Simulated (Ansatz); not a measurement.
Reaction (SMILES): ClBr (Cl-Br) → Cl atom + Br atom
B3LYP-D3(BJ)/def2-TZVP geometries, fixed; electronic energies without zero-point terms.
Largest species:
```
Cl
Br 1 2.1653
```

Basis-set convergence of the bond dissociation energy at HF with Ansatz (a program for electronic structure). Cartesian d functions, on some or all atoms, in 6-31G, 6-31G**, 6-311G**; all else is spherical. Open shells are unrestricted. No added dispersion term, no relativity. Functions are those of the species that has most. Reference: the value in aug-cc-pV(5+d)Z, 17.53 kcal/mol, itself unsure by roughly 0.16 kcal/mol (its mean distance from pcseg-4, aug-pcseg-3, aug-cc-pV(Q+d)Z). Deviations are taken from unrounded values.

```json
[
 {"basis": "pcseg-0", "functions": "35", "bond dissociation energy (kcal/mol)": "-3.23", "minus reference (kcal/mol)": "-20.76"},
 {"basis": "6-31G", "functions": "42", "bond dissociation energy (kcal/mol)": "-5.52", "minus reference (kcal/mol)": "-23.05"},
 {"basis": "pcseg-1", "functions": "45", "bond dissociation energy (kcal/mol)": "11.52", "minus reference (kcal/mol)": "-6.01"},
 {"basis": "cc-pV(D+d)Z", "functions": "50", "bond dissociation energy (kcal/mol)": "12.79", "minus reference (kcal/mol)": "-4.74"},
 {"basis": "6-31G**", "functions": "54", "bond dissociation energy (kcal/mol)": "12.50", "minus reference (kcal/mol)": "-5.03"},
 {"basis": "aug-pcseg-1", "functions": "63", "bond dissociation energy (kcal/mol)": "12.32", "minus reference (kcal/mol)": "-5.21"},
 {"basis": "def2-SVPD", "functions": "68", "bond dissociation energy (kcal/mol)": "12.25", "minus reference (kcal/mol)": "-5.28"},
 {"basis": "6-311G**", "functions": "71", "bond dissociation energy (kcal/mol)": "12.25", "minus reference (kcal/mol)": "-5.28"},
 {"basis": "pcseg-2", "functions": "77", "bond dissociation energy (kcal/mol)": "16.51", "minus reference (kcal/mol)": "-1.02"},
 {"basis": "cc-pV(T+d)Z", "functions": "82", "bond dissociation energy (kcal/mol)": "17.04", "minus reference (kcal/mol)": "-0.49"},
 {"basis": "def2-TZVPP", "functions": "90", "bond dissociation energy (kcal/mol)": "16.69", "minus reference (kcal/mol)": "-0.84"},
 {"basis": "def2-TZVPD", "functions": "103", "bond dissociation energy (kcal/mol)": "17.21", "minus reference (kcal/mol)": "-0.32"},
 {"basis": "def2-TZVPPD", "functions": "108", "bond dissociation energy (kcal/mol)": "17.21", "minus reference (kcal/mol)": "-0.32"},
 {"basis": "cc-pV(Q+d)Z", "functions": "132", "bond dissociation energy (kcal/mol)": "17.39", "minus reference (kcal/mol)": "-0.14"},
 {"basis": "aug-cc-pV(Q+d)Z", "functions": "182", "bond dissociation energy (kcal/mol)": "17.43", "minus reference (kcal/mol)": "-0.10"},
 {"basis": "aug-pcseg-3", "functions": "182", "bond dissociation energy (kcal/mol)": "17.69", "minus reference (kcal/mol)": "0.16"},
 {"basis": "cc-pV(5+d)Z", "functions": "204", "bond dissociation energy (kcal/mol)": "17.51", "minus reference (kcal/mol)": "-0.02"},
 {"basis": "aug-cc-pV(5+d)Z", "functions": "276", "bond dissociation energy (kcal/mol)": "17.53", "minus reference (kcal/mol)": "0.00"}
]
```

The smallest set listed that lies within 2 kcal/mol of the reference with all its larger relatives (same family, alike in diffuse functions; a set with none counts only in the reference's own line) is pcseg-2 (77 functions, -1.02 kcal/mol off). Inside, with no larger relative to test it: aug-pcseg-3. (Relatives not listed, tested too: pcseg-3 0.16, def2-QZVP -0.16, def2-QZVPP -0.08, def2-QZVPPD -0.01, pcseg-4 0.20 kcal/mol.)
